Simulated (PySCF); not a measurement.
From computed data to an observable: entropy of an ideal gas

CCl2, SMILES Cl[C]Cl (connectivity only; charge and spin as stated), neutral, multiplicity 1.

Geometry optimised at PBE-D3(BJ)/def2-TZVP. The isomer is the one that the SMILES or the coordinates give; other isomers of the formula were not compared.

PBE-D3(BJ)/def2-TZVP run with PySCF gives the harmonic wavenumbers 319, 699, 720 cm⁻¹ and the rotational temperatures 2.3398, 0.1712, 0.1595 K. The molar mass is 82.91 g/mol, the symmetry number 2, the spin multiplicity 1.

**Question.** Work out the entropy at 298.15 K and 1 atm in the rigid-rotor, harmonic-oscillator model.

**Answer.** 
Translation (Sackur–Tetrode at 1 atm): S = R[1.5 ln M + 2.5 ln T − 1.16487] = 163.8 J/(mol K).
Rotation: q = (√π/σ) T^1.5/√(θA θB θC) = 18000, S = R[ln q + 3/2] = 94.0 J/(mol K).
Vibration: with u = 1.4388 ν/T, each mode gives R[u/(e^u − 1) − ln(1 − e^−u)]:
| ν (cm⁻¹) | modes | u | S (J/(mol K)) |
|---|---|---|---|
| 319 | 1 | 1.54 | 5.50 |
| 699 | 1 | 3.37 | 1.29 |
| 720 | 1 | 3.47 | 1.19 |
These are all the modes. Sum 8.0 J/(mol K).
Spin: R ln 1 = 0.0 J/(mol K).
Total 265.8 J/(mol K); the program's own thermochemistry gives 265.8. Translation makes up 62 % and vibration 3 %. Anharmonicity, hindered rotation and orbital degeneracy are left out.
